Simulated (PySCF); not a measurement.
**A small calculation by hand: entropy of an ideal gas**

Te(Cl)2 cation (Cl2Te), SMILES Cl[Te]Cl (connectivity only; charge and spin as stated), charge +1, multiplicity 2.

Geometry: PBE-D3(BJ)/def2-TZVP. The spin state was assumed, not searched. The isomer is the one that the SMILES or the coordinates give; other isomers of the formula were not compared. The def2 effective core potentials stand for the cores of Te; spin–orbit coupling is left out.

PBE-D3(BJ)/def2-TZVP run with PySCF 2.14.0 gives the harmonic wavenumbers 135, 405, 413 cm⁻¹ and the rotational temperatures 0.2593, 0.1099, 0.0772 K. The molar mass is 198.50 g/mol, the symmetry number 2, the spin multiplicity 2.

### Question
Work out the entropy at 298.15 K and 1 atm in the rigid-rotor, harmonic-oscillator model.

### Answer

Translation (Sackur–Tetrode at 1 atm): S = R[1.5 ln M + 2.5 ln T − 1.16487] = 174.7 J/(mol K).
Rotation: q = (√π/σ) T^1.5/√(θA θB θC) = 97300, S = R[ln q + 3/2] = 108.0 J/(mol K).
Vibration: with u = 1.4388 ν/T, each mode gives R[u/(e^u − 1) − ln(1 − e^−u)]:
| ν (cm⁻¹) | modes | u | S (J/(mol K)) |
|---|---|---|---|
| 135 | 1 | 0.65 | 12.02 |
| 405 | 1 | 1.95 | 3.95 |
| 413 | 1 | 1.99 | 3.83 |
These are all the modes. Sum 19.8 J/(mol K).
Spin: R ln 2 = 5.8 J/(mol K).
Total 308.3 J/(mol K); the program's own thermochemistry gives 308.3. Translation makes up 57 % and vibration 6 %. Anharmonicity, hindered rotation and orbital degeneracy are left out.
